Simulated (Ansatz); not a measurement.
Input for Ansatz (a program for electronic structure): U-PBE/def2-TZVPP on CH4Sn (SMILES [CH3][SnH]), a point of a bond scan (R = 1.202 Å). Elements past Kr take the def2 small-core potentials; no spin–orbit coupling.

Ansatz 0.2 input:
```yaml
crystal:
  periodic: [false, false, false]
  atoms:
    - {symbol: Sn, position_ang: [0.00983745, 0.25050043, 0.24518718]}
    - {symbol: H, position_ang: [-0.34594591, 1.41339688, -1.06484958]}
    - {symbol: C, position_ang: [-0.01334196, -1.45640015, -1.15807253]}
    - {symbol: H, position_ang: [0.81230395, -1.27796940, -2.01380718]}
    - {symbol: H, position_ang: [-0.98669425, -1.50317430, -1.65333226]}
    - {symbol: H, position_ang: [0.18357434, -2.40265271, -0.65672900]}
basis:
  gaussian:
    orbitals: def2-TZVPP
hamiltonian:
  xc: {name: PBE}
magnetization: {spin_polarized: true, initial_magnetization: 0}
```

It printed:

```
WARN ansatz: RAYON_NUM_THREADS=1 ignored (pool sized by the plan → 1); use --threads N
Functional definition: PBE
integrals: 0.04 GiB planned
804 factors; their error is unknown
mean field: 0.46 GiB planned
mean field evaluation 1: about -6920.6720 eV, gradient 4.7e1 eV
mean field evaluation 2: about -6864.5611 eV, gradient 8.9e1 eV
mean field evaluation 4: about -6931.2990 eV, gradient 6.5e0 eV
mean field evaluation 8: about -6931.4679 eV, gradient 4.7e-2 eV
mean field evaluation 16: about -6931.4522 eV, gradient 1.2e-4 eV
mean field -6931.45221421 eV, -254.7261705652 hartree, gradient 2.8e-5 eV, S^2 0.000000; 1 other end points of the search recorded, 0 dependent functions left out
reference -6931.45225574 eV, -254.7261720915 hartree; 16, 16 occupied and 121, 121 virtual orbitals, 804 factors
Total energy: -6931.45225574 eV, -254.7261720915 hartree
```

The run converged.

Cost: roughly 2.5 core-seconds.
